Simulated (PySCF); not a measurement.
Compound: C4H6F3NSi.
Z-matrix (Å and degrees, GFN2-xTB geometry), rows numbered from 1:
```
C 
C   1  1.3244
Si  2  1.8767  1  124.82
N   3  1.7098  2  107.72  1    37.70
C   4  1.2490  3  138.55  2  -122.09
C   3  1.9457  2  106.99  1   145.06
F   6  1.3517  3  111.29  2    56.90
F   6  1.3510  3  112.72  2   175.31
F   6  1.3440  3  114.62  2   -63.24
H   1  1.0788  2  122.31  3   179.22
H   1  1.0777  2  121.68  3    -1.30
H   2  1.0831  1  118.49  3  -178.77
H   3  1.4681  2  112.97  1  -101.18
H   5  1.0915  4  124.76  3    -1.27
H   5  1.0867  4  118.83  3   178.80
```

Method used: PySCF, TDDFT PBE0/def2-SVPD, vertical, gas phase, core orbitals frozen in the response.

Broadening: Gaussians 0.5 eV wide at half height, area fixed by f = 4.319×10⁻⁹ ∫ε dν̃. The width is an assumption, not a result. The curve ends short of the highest state used, and states not computed would add to its high-energy end.

(λ (nm), ε (L mol⁻¹ cm⁻¹)): (190.7, 7046), (194.4, 4722), (198.1, 3024), (201.8, 1958), (205.5, 1341), (209.2, 1028), (212.9, 862), (216.6, 706), (220.3, 519), (224.0, 333), (227.7, 187), (231.4, 93), (235.1, 42), (238.8, 17), (242.6, 7), (246.3, 2), (250.0, 1), (253.7, 0), (257.4, 0), (261.1, 0), (264.8, 0), (268.5, 0), (272.2, 0), (275.9, 0), (279.6, 1), (283.3, 2), (287.0, 3), (290.7, 5), (294.4, 8), (298.2, 11), (301.9, 14), (305.6, 17), (309.3, 20), (313.0, 22), (316.7, 23), (320.4, 23), (324.1, 22), (327.8, 20), (331.5, 18), (335.2, 15), (338.9, 13), (342.6, 10), (346.3, 8), (350.0, 6), (353.8, 4), (357.5, 3), (361.2, 2), (364.9, 2), (368.6, 1), (372.3, 1), (376.0, 0), (379.7, 0), (383.4, 0), (387.1, 0), (390.8, 0), (394.5, 0)

Problem. Locate the maxima and give the states behind the curve.

Solution. 318 nm (3.89 eV), ε about 23, made up of S1 (100%) (ε in L mol⁻¹ cm⁻¹; maxima over ε = 5, shares over 10%). At its high-energy end, 6.50 eV, the curve is still rising (ε about 7000, from S4, S5 and S6). The states used: S1 3.89 eV (f 0.0004); S2 5.59 eV (f 0.0009); S3 5.81 eV (f 0.012); S4 6.28 eV (f 0.030); S5 6.63 eV (f 0.101); S6 6.77 eV (f 0.055); S7 6.96 eV (f 0.024); S8 7.10 eV (f 0.138).

Problem. Coming from long wavelengths, where does ε first pass 100 L mol⁻¹ cm⁻¹?

Solution. At about 231 nm (5.37 eV), 1.47 eV above S1.

Problem. On this curve, what absorbance would a 10⁻⁵ mol/L sample give at 365 nm over a 1 cm path?

Solution. 365 nm is 3.397 eV, where ε is about 1.5 L mol⁻¹ cm⁻¹, so A = ε c l ≈ 1.5e-05 (Beer–Lambert, with the gas-phase spectrum and the assumed width).

Problem. What would ε be at 3.89 eV, the highest of these maxima, with half the width (0.25 eV)?

Solution. About 46.4 L mol⁻¹ cm⁻¹ against 23.2, a factor of about 2.00; a lone state at its own centre would give exactly 2.

Hardware: an Arm Neoverse N1 with one thread, shared host. Cost: 1.8 min wall (grids of density and orbitals included), 0.96 GiB resident at most.

One conformer stands for the species.
